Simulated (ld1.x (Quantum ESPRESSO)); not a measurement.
An all-electron radial function and its pseudo partner (Si (Z = 14))

Columns: radius, all-electron u(r) and pseudo u(r) of the 3s shell (level -11.20 eV) of silicon in the configuration [Ne] 3s1.5 3p2.5; PBE, scalar-relativistic, TM scheme, ld1.x (Quantum ESPRESSO) 7.5.

```tsv
r (bohr)	all-electron	pseudo
0.100	0.1237	0.0266
0.200	-0.1320	0.0542
0.300	-0.3025	0.0836
0.400	-0.3395	0.1159
0.500	-0.2796	0.1522
0.600	-0.1650	0.1935
0.700	-0.0268	0.2408
0.800	0.1148	0.2948
0.900	0.2479	0.3552
1.000	0.3663	0.4211
1.100	0.4671	0.4896
1.200	0.5499	0.5566
1.300	0.6158	0.6170
1.400	0.6663	0.6663
1.500	0.7025	0.7025
1.600	0.7261	0.7261
1.700	0.7384	0.7384
1.800	0.7412	0.7412
1.900	0.7359	0.7359
2.000	0.7241	0.7241
2.100	0.7069	0.7069
2.200	0.6856	0.6856
2.300	0.6612	0.6612
2.400	0.6344	0.6344
2.500	0.6061	0.6061
2.600	0.5769	0.5769
```

(1) How many radial nodes do the two functions have?

(2) At about which radius was the pseudo-wave matched?

(3) Is the pseudo-wave norm-conserving?

Answers

(1) The all-electron 3s function has n − l − 1 = 2; the pseudo-wave has 0, since the states of the same l below it are removed with the core.

(2) 1.50 bohr, where the columns begin to agree (steps of 0.10 bohr).

(3) Yes: the TM scheme keeps the norm inside the radius equal to the all-electron one, which fixes the energy derivative of the logarithmic derivative at the level.
